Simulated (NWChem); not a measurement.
Isomers of CH5ClFNSi, each optimised at B3LYP/6-31G* with NWChem, gas phase unless a solvent is named. Flexible species stand in one conformer each, which need not be the lowest. Pople sets run with spherical d functions. Relative energies count from the lowest isomer at each level and are electronic, without zero-point energy, on those geometries.

A: C([Si@@H](Cl)F)N
B: N([Si@@H](Cl)F)C
C: N[Si@@H](Cl)CF
D: N[Si](Cl)(C)F

```json
[
 {"quantity": "relative energy, PBE/def2-SVP (kcal/mol)", "A": "35.1", "B": "18.9", "C": "?", "D": "0.0"},
 {"quantity": "relative energy, B3LYP/def2-SVP (kcal/mol)", "A": "36.5", "B": "18.2", "C": "?", "D": "0.0"},
 {"quantity": "relative energy, M06-2X/def2-SVP (kcal/mol)", "A": "38.9", "B": "18.8", "C": "?", "D": "0.0"},
 {"quantity": "relative energy, LDA (Slater exchange, VWN5)/def2-SVP (kcal/mol)", "A": "36.8", "B": "19.4", "C": "?", "D": "0.0"},
 {"quantity": "highest harmonic frequency (cm⁻¹), B3LYP/6-31G*", "A": "3563", "B": "3588", "C": "?", "D": "3657"}
]
```

Question: Some entries are withheld; supply them.

Answer: 
- relative energy, PBE/def2-SVP (kcal/mol), C: 57.0
- relative energy, B3LYP/def2-SVP (kcal/mol), C: 58.2
- relative energy, M06-2X/def2-SVP (kcal/mol), C: 59.9
- relative energy, LDA (Slater exchange, VWN5)/def2-SVP (kcal/mol), C: 59.0
- highest harmonic frequency (cm⁻¹), B3LYP/6-31G*, C: 3660
